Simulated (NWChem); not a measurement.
# hydrogen selenide (H$_{2}$Se); SMILES [SeH2]

```xyz
3

Se     0.0000     0.0000     0.0580
H      1.0538     0.0000    -0.9857
H     -1.0538     0.0000    -0.9857
```
Atoms are numbered in this order, from 1.

Coordinates come from a PBE-D3(BJ)/def2-SVP optimisation.

Symmetry labels are those of C2v in the frame above (b1 and b2, or b-type labels, depend on it).

Question: List the 4 lowest vertical singlet excitations from Hartree-Fock/aug-cc-pVDZ, CIS (NWChem).

Answer: 
| state | energy (eV) | oscillator strength | symmetry | leading excitation (squared amplitude) |
|---|---|---|---|---|
| S1 | 5.47 | 0.000 | a2 | HOMO → LUMO+2 (0.52) |
| S2 | 5.93 | 0.056 | b2 | HOMO → LUMO (0.79) |
| S3 | 7.70 | 0.000 | a2 | HOMO → LUMO+1 (0.63) |
| S4 | 7.98 | 0.001 | b2 | HOMO → LUMO+3 (0.97) |
